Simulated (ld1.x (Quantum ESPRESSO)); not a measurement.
scandium (Sc), PAW: configuration errors across variants

ld1.x (Quantum ESPRESSO) 7.5 input, shortened:

```
&input
   title='Sc', zed=21., rel=1, dft='WC', iswitch=3,
   config='[Ar] 3d1 4s2 4p0'
 /
 &inputp
   pseudotype=3, lpaw=.true., tm=.true., lloc=-2, rcloc=1.60,
   nlcc=.false.,
   which_augfun='BESSEL', rmatch_augfun=1.55
 /
6
3S  1  0   2.00   0.00  1.40  1.55  0.0
4S  2  0   2.00   0.00  1.40  1.55  0.0
3P  2  1   6.00   0.00  1.85  2.30  0.0
4P  3  1   0.00   0.00  1.85  2.30  0.0
3D  3  2   1.00   0.00  2.10  2.60  0.0
3D  3  2   0.00   0.50  2.10  2.60  0.0
 &test
   configts(1)='3s2 3p6 3d1 4s2 4p0'
 /
```

All-electron excitation energies from the reference (eV): (1) 3s2 3p6 3d1 4s1 4p0 6.904; (2) 3s2 3p6 3d1 4s0 4p0 19.490; (3) 3s2 3p6 3d2 4s0 4p0 7.478; (4) 3s2 3p6 3d2 4s1 4p0 1.664; (5) 3s2 3p6 3d1 4s1 4p1 2.802.

Tests that are not counted but printed errors over 1 eV. “base”: 3s2 3p6 3d0 4s0 4p0 (solver errors, printed error -617 eV); 3s2 3p5 3d1 4s2 4p0 (solver errors, printed error -768 eV). “wave 3d channel at 0.5 Ry: rcut 2.10, rcutus 2.60 bohr becomes 3d channel at -0.15 Ry: rcut 2.10, rcutus 2.60 bohr”: 3s2 3p6 3d0 4s0 4p0 (solver errors, printed error -617 eV); 3s2 3p5 3d1 4s2 4p0 (solver errors, printed error -769 eV). “wave 3d channel at 0.5 Ry: rcut 2.10, rcutus 2.60 bohr becomes 3d channel at -0.09 Ry: rcut 2.10, rcutus 2.60 bohr”: 3s2 3p6 3d0 4s0 4p0 (solver errors, printed error -617 eV); 3s2 3p5 3d1 4s2 4p0 (solver errors, printed error -769 eV). “wave 3d channel at 0.5 Ry: rcut 2.10, rcutus 2.60 bohr becomes 3d channel at 0.16 Ry: rcut 2.10, rcutus 2.60 bohr”: 3s2 3p6 3d0 4s0 4p0 (solver errors, printed error -617 eV); 3s2 3p5 3d1 4s2 4p0 (solver errors, printed error -768 eV). “wave 3d channel at 0.5 Ry: rcut 2.10, rcutus 2.60 bohr becomes 3d channel at 1.57 Ry: rcut 2.10, rcutus 2.60 bohr”: 3s2 3p6 3d0 4s0 4p0 (solver errors, printed error -617 eV); 3s2 3p5 3d1 4s2 4p0 (solver errors, printed error -770 eV).

Errors AE − PS in meV (a dash: test not solved or not reliable):

| change | (1) | (2) | (3) | (4) | (5) | bound ghosts |
| --- | --- | --- | --- | --- | --- | --- |
| base | -0.4 | -0.4 | +8.2 | +8.7 | +0.7 | none |
| wave 3d channel at 0.5 Ry: rcut 2.10, rcutus 2.60 bohr becomes 3d channel at -0.15 Ry: rcut 2.10, rcutus 2.60 bohr | -0.5 | -1.0 | -0.4 | +1.0 | +0.5 | none |
| wave 3d channel at 0.5 Ry: rcut 2.10, rcutus 2.60 bohr becomes 3d channel at -0.09 Ry: rcut 2.10, rcutus 2.60 bohr | -0.5 | -1.0 | -0.2 | +1.2 | +0.4 | none |
| wave 3d channel at 0.5 Ry: rcut 2.10, rcutus 2.60 bohr becomes 3d channel at 0.16 Ry: rcut 2.10, rcutus 2.60 bohr | -0.5 | -1.0 | +1.9 | +3.1 | +0.5 | none |
| wave 3d channel at 0.5 Ry: rcut 2.10, rcutus 2.60 bohr becomes 3d channel at 1.57 Ry: rcut 2.10, rcutus 2.60 bohr | -0.5 | -0.3 | +0.2 | +2.3 | +0.5 | none |
| wave 3d channel at 0.5 Ry: rcut 2.10, rcutus 2.60 bohr becomes 3d channel at 3.05 Ry: rcut 2.10, rcutus 2.60 bohr | -0.8 | -2.5 | +2.9 | +1.8 | +0.3 | none |
| wave 3d channel at 0.5 Ry: rcut 2.10, rcutus 2.60 bohr becomes 3d channel at 5.87 Ry: rcut 2.10, rcutus 2.60 bohr | – | – | – | – | – | none |

(1) Give the same row for: wave 3d channel at 0.5 Ry: rcut 2.10, rcutus 2.60 bohr becomes 3d channel at 0.49 Ry: rcut 2.10, rcutus 2.60 bohr.

Results:

(1) -0.4, -0.3, +8.1, +8.6, +0.7; bound ghosts: none. Not counted: 3s2 3p6 3d0 4s0 4p0 (solver errors, printed error -617 eV); 3s2 3p5 3d1 4s2 4p0 (solver errors, printed error -768 eV).
